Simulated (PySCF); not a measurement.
Unknowns

Theory: structure optimised with GFN2-xTB, shielding tensors at PBE0/pcSseg-1 (GIAO), in PySCF 2.14.0 with density-fitted response routines (relativity neglected, no solvent, a single conformation, rapidly exchanging positions averaged).

Scale: TMS for ¹H, ¹³C (reference shieldings calculated alike). Where no couplings were computed, multiplicities follow the n + 1 count of equivalent neighbours, and m marks all less simple cases (inequivalent or close neighbours, rings, F or P nearby). Shifts are as computed. Against solution values, carbons near 30 ppm lie about +3 ppm off and those near 130 ppm about +5 ppm. Of 1211 compounds with measured shifts, 218 miss one by over three times the rms of a fit or turn the order of signals round; such compounds aren't used in these exercises. OH and NH positions are gas-phase values without hydrogen bonding to other molecules.

(1) C$_{7}$H$_{12}$OSi. ¹H NMR (500 MHz, computed): δ 3.83 (d, 2H), 2.43 (m, 1H), 2.18 (s, 1H), 1.70 (m, 2H), 1.60 (m, 2H), 1.12 (br s, 1H), 0.42 (s, 3H). ¹³C{¹H} NMR (computed): δ 106.6 (CH), 91.1 (C), 73.0 (CH2), 34.8 (CH), 21.0 (CH2), 1.2 (CH3). Give a structure.

(2) C$_{2}$H$_{10}$O$_{3}$Si$_{3}$. ¹H NMR (300 MHz, computed): δ 5.24 (s, 2H), 5.09 (s, 3H), 4.99 (s, 2H), 2.39 (s, 3H). ¹³C{¹H} NMR (computed): δ 246.4 (C), 37.4 (CH3). What is it?

(3) C$_{4}$H$_{5}$N$_{3}$O. ¹H NMR (400 MHz, computed): δ 9.27 (d, 1H), 8.52 (d, 1H), 4.47 (s, 3H). ¹³C{¹H} NMR (computed): δ 171.0, 155.2, 150.7, 58.2. What is it?

Answers

(1) `C#C[Si@]1(C)C[C@H](CO)C1`. The formula gives 3 degrees of unsaturation (1 ring in the answer). 6 carbon signals for 7 carbons: some carbons are equivalent by symmetry or fast rotation. Carbon types of the structure: 1 × C, 2 × CH, 3 × CH2, 1 × CH3, leaving 1 H on heteroatoms. δC 106.6: terminal alkyne carbon. δC 91.1: alkyne carbon; the triple bond shields along its axis, which puts it between sp3 and sp2 carbons. δC 73.0: sp3 CH2 bonded to O; pulled downfield by the heteroatom. δH 0.42: hydrogen on a methyl carbon bonded to Si; an electropositive neighbour shields it, as in TMS itself.

The data come from this structure; uniqueness wasn't tested.

(2) SMILES CC(=O)[SiH2]O[SiH2]O[SiH3]. Rings plus π bonds: 1 (no ring in the answer). 2 carbon signals for 2 carbons: no two carbons are equivalent. Carbon types of the structure: 1 × C, 1 × CH3, leaving 7 H on heteroatoms. δC 246.4: carbonyl carbon. δC 37.4: methyl carbon α to a carbonyl; the adjacent C=O deshields it moderately. δH 4.99: hydrogen on a silicon bonded to 2 O. δH 2.39: hydrogen on a methyl carbon α to a carbonyl; α to C=O.

The data come from this structure; uniqueness wasn't tested.

(3) SMILES COc1nccnn1. Rings plus π bonds: 4 (1 ring in the answer). 4 carbon signals for 4 carbons: no two carbons are equivalent. Carbon types of the structure: 1 × C, 2 × CH, 1 × CH3, which accounts for all hydrogens. δC 171.0: aromatic carbon bearing oxygen; an ipso carbon deshielded by its heteroatom. δC 155.2, 150.7: aromatic CH next to a ring nitrogen; the adjacent pyridine-type nitrogen withdraws density from it. δC 58.2: methyl carbon bonded to O; pulled downfield by the heteroatom. δH 9.27, 8.52: hydrogen on an aromatic CH next to a ring nitrogen; ring current plus the neighbouring ring nitrogen.

This is the structure that produced the data.
